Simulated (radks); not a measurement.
Values are calculated unless marked as measured or tabulated.
Question: Coherent X-ray form factor from a spherical all-electron density. Code: a radial shooting solver on a logarithmic mesh with Libxc functionals. Model: non-relativistic Kohn-Sham, TPSS, spin-polarised, spherical densities, point nucleus; meta-GGA in the generalised Kohn-Sham scheme.

sin(theta)/lambda (1/angstrom),f0 (electrons)
0.05,33.434
0.1,31.916
0.15,29.864
0.2,27.692
0.25,25.658
0.3,23.849
0.4,20.811
0.5,18.215
0.6,15.859
0.8,11.915
1,9.190
1.25,7.216
1.5,6.148
2,4.845

The species is in the configuration that NIST lists as its ground one. Which atom or ion scatters so?

Answer: The bromine ion Br+, [Ar] 3d10 4s2 4p4. Extrapolating in s^2 from the first two rows gives f0(0) = 33.9, near the electron count 34; among species with that count, the fall with angle is slower the higher Z, and the table is that of Z = 35; from so few rows the species is fixed only to a neighbour or two.
